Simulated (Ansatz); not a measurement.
Reaction (cleavage of the Si–Si bond): `[SiH3][SiH2]C[SeH]` + H₂S → `S[SiH2]C[SeH]` + SiH₄

Computed with Ansatz on PBE0-D4/def2-TZVP structures; ΔE is electronic, products minus reactants. CCSD(T)/CBS is the MP2 limit (def2-TZVPP, def2-QZVPP) plus CCSD(T) − MP2 in def2-TZVPP, frozen cores. This one scheme is used for every species. Functionals use def2-TZVPP. B3LYP here is the variant with VWN-RPA as its local correlation; programs differ in this. For Se outer-core shells are correlated without core-valence functions, which leaves a few kJ/mol of doubt a bond. Scalar relativity is left out up to krypton. Each species was taken in one conformer, which may not be the lowest.

`[SiH3][SiH2]C[SeH]`:

Z-matrix (Å, degrees):
```
Si
Si 1 2.342
H 1 1.489 2 109.3
H 1 1.490 2 109.8 3 -118.7
H 1 1.485 2 111.9 3 121.0
C 2 1.880 1 109.5 3 -37.4
H 2 1.491 1 110.3 3 -156.5
H 2 1.493 1 110.9 3 84.3
Se 6 1.957 2 110.1 1 -54.4
H 6 1.090 2 113.6 1 -178.1
H 6 1.092 2 110.0 1 60.4
H 9 1.470 6 95.5 2 -47.9
```

H₂S:

```xyz
3

S     0.316   -0.380    0.373
H    -0.802   -0.511   -0.356
H     0.486    0.891   -0.017
```

`S[SiH2]C[SeH]`:

Z-matrix (Å, degrees):
```
Si
C 1 1.873
S 1 2.139 2 111.9
H 1 1.486 2 109.0 3 -122.7
H 1 1.481 2 110.0 3 116.2
Se 2 1.961 1 108.0 3 170.2
H 2 1.090 1 112.2 3 49.0
H 2 1.090 1 109.0 3 -71.8
H 3 1.344 1 94.7 2 -68.7
H 6 1.469 2 95.8 1 151.7
```

SiH₄:

Z-matrix (Å, degrees):
```
Si
H 1 1.485
H 1 1.485 2 109.5
H 1 1.485 2 109.5 3 -120.0
H 1 1.485 2 109.5 3 120.0
```

```json
{"level": "B3LYP", "ΔE (kJ/mol)": "-58.4"}
{"level": "MP2/def2-TZVPP", "ΔE (kJ/mol)": "-62.1"}
{"level": "SCS-MP2/def2-TZVPP", "ΔE (kJ/mol)": "-62.7"}
{"level": "HF/CBS(def2)", "ΔE (kJ/mol)": "-69.8"}
```

(1) What does CCSD(T)/CBS give? (Best estimate.)

Largest T1 diagnostic among the species: 0.011.

## Answers

(1) The calculation gave: -54.9 kJ/mol. The listed levels differ from it by -3.5, -7.2, -7.8, -14.9 kJ/mol.

The D4 term adds +4.9 kJ/mol with B3LYP and +2.9 kJ/mol with PBE0; it sums over pairs of atoms, weighted by their polarisabilities, and B3LYP, whose exchange is more repulsive, gets the larger term. In def2-TZVPP, CCSD(T) changes the Hartree–Fock value by +15.6 kJ/mol (the triples alone add +1.1 kJ/mol) and MP2 by +7.2 kJ/mol.

CCSD(T)/CBS has its own doubt, a few kJ/mol and more with outer-core shells, so smaller differences from it don't rank the levels.
